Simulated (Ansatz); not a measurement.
**What each rung costs, and what it gives**

Saddle point of SiN$_{2}$H$_{8}$Cl$_{2}$, closed shell (SiH₂Cl₂ ([Cl][SiH2][Cl]) + NH₃ + NH₃ → SiNH₃Cl₂ ([NH2][SiH]([Cl])[Cl]) + NH₃ + H₂; bonds formed: H2–H8, H6–N9; dative contacts that become bonds: Si1–N7; bonds broken: Si1–H2, H6–N7, H8–N9), PBE0-D4/def2-TZVP structure:

```json
{"atom": "Si1", "x (Å)": "-0.2724", "y (Å)": "1.0387", "z (Å)": "0.8593"}
{"atom": "H2", "x (Å)": "-0.0255", "y (Å)": "-0.6082", "z (Å)": "1.0490"}
{"atom": "Cl3", "x (Å)": "-2.2242", "y (Å)": "0.4732", "z (Å)": "0.1358"}
{"atom": "Cl4", "x (Å)": "0.0042", "y (Å)": "1.0784", "z (Å)": "2.9405"}
{"atom": "H5", "x (Å)": "-0.5780", "y (Å)": "2.4892", "z (Å)": "0.7040"}
{"atom": "H6", "x (Å)": "0.1701", "y (Å)": "-0.8416", "z (Å)": "-1.5668"}
{"atom": "N7", "x (Å)": "1.0654", "y (Å)": "0.9735", "z (Å)": "-0.2635"}
{"atom": "H8", "x (Å)": "-0.1164", "y (Å)": "-1.1335", "z (Å)": "0.1333"}
{"atom": "N9", "x (Å)": "-0.2446", "y (Å)": "-1.5896", "z (Å)": "-1.0112"}
{"atom": "H10", "x (Å)": "1.4151", "y (Å)": "1.8732", "z (Å)": "-0.5619"}
{"atom": "H11", "x (Å)": "1.8364", "y (Å)": "0.3602", "z (Å)": "-0.0384"}
{"atom": "H12", "x (Å)": "0.2110", "y (Å)": "-2.4779", "z (Å)": "-1.1816"}
{"atom": "H13", "x (Å)": "-1.2412", "y (Å)": "-1.6356", "z (Å)": "-1.1984"}
```

Barriers are electronic and count from the start structure reached by relaxing down the imaginary mode.

Program: Ansatz 0.2.0. Basis: as named in each row. Cores are frozen in the correlated methods. B3LYP uses VWN-RPA correlation. Extrapolation: Hartree–Fock as exp(−7.88 √X), correlation as X^−2.97.

Times are rough, for one single point on 8 threads of a shared host (Intel Xeon).

The estimate by CCSD(T) at an estimated basis limit (MP2 extrapolated from triple and quadruple zeta, plus CCSD(T) − MP2 in triple zeta) is 1.272 eV.

```csv
method,basis,time (s),barrier (eV),method less estimate
HF,STO-3G,under 1,2.904,1.632
PBE-D4,STO-3G,under 1,2.098,0.826
SPW92,def2-SVP,1,0.968,-0.304
PBE-D4,def2-SVP,2,1.113,-0.160
B3LYP-D4,6-31G,2,1.737,0.464
PBE0-D4,def2-SVP,2,1.238,-0.034
SPW92,def2-TZVPP,2,0.929,-0.343
PBE-D4,def2-TZVPP,3,1.065,-0.207
BLYP-D4,def2-TZVPP,4,1.154,-0.118
B3LYP-D4,def2-TZVPP,5,1.234,-0.038
BHLYP-D4,def2-TZVPP,5,1.367,0.095
r2SCAN-D4,def2-TZVPP,6,1.080,-0.192
PBE0-D4,def2-TZVPP,6,1.175,-0.097
wB97M-V,def2-SVP,6,1.298,0.026
CAM-B3LYP-D4,def2-TZVPP,6,1.276,0.004
r2SCAN0-D4,def2-TZVPP,7,1.180,-0.092
RPA on PBE,def2-TZVPP,8,1.295,0.023
CCSD(T),def2-SVP,9,1.313,0.041
B2PLYP,def2-TZVPP,9,1.268,-0.004
PBE-QIDH,def2-TZVPP,10,1.251,-0.022
B97M-V,def2-TZVPP,11,1.087,-0.185
wB97X-V,def2-TZVPP,11,1.284,0.012
wB97M-V,def2-TZVPP,11,1.268,-0.004
MP2,def2-QZVPP,43,1.228,-0.044
CCSD(T),def2-TZVPP,240,1.290,0.018
```

All methods are single points on the PBE0-D4 structures.

No T1 diagnostic of these runs exceeds 0.010.

Labels in which every atom is bracketed show which atoms are joined, not bond orders.
